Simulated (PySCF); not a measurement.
Vertical excitations of a molecule C₂H₉BN₂O from TDA-PBE0/def2-SVPD run with PySCF 2.14.0, as energy in eV (oscillator strength): 5.38 (0.015), 6.31 (0.004), 6.50 (0.014), 6.74 (0.008), 7.20 (0.027), 7.33 (0.050), 7.53 (0.125), 7.65 (0.028), 7.82 (0.029), 8.03 (0.003). Lowest triplet (TDA): 5.28 eV. Geometry: ωB97X-D3(BJ)/def2-SVP. One conformer was computed; it need not be the lowest.

**Question.** Which molecule gave these data?
A. COCB(N)N
B. CNB(N)OC
C. CN(C)B(N)O
D. CCNB(N)O

**Answer.** C, CN(C)B(N)O
